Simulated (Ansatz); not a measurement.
Species: CH3BO, SMILES `BC=O` (H–B–C–O torsion 87°) (charge 0, multiplicity 1), formula CH₃BO.

Problem. How many basis functions does frozen-core CCSD(T)/cc-pVTZ // M06-2X/def2-TZVP (Ansatz, an electronic-structure program) use, how many core orbitals are frozen, and how many electrons are correlated?

Solution. 132 basis functions and 3 frozen orbitals, which leaves 16 correlated electrons. Core time is of the order of seconds.
